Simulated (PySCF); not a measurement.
**Electron correlation in Ti (titanium, neutral)**

[Ar] 3d2 4s2, high-spin 3F determinant. Calculation: PySCF 2.14, in ANO-RCC-VTZP; the spin-free X2C one-electron Hamiltonian (Gaussian nucleus). Frozen: [Ne]; 12 electrons correlated.

```tsv
level	correlation energy (mhartree)
CCSD	-367.59
(T)	-11.38
CCSD(T)	-378.97
```

Diagnostics: T1 = 0.019, D1 = 0.0660, largest double amplitude 0.124.

Question: Is a single reference adequate?

Answer: Mostly. T1 lies below 0.03, but a double amplitude of this size points to a near-degeneracy that CCSD handles and MP2 describes poorly.
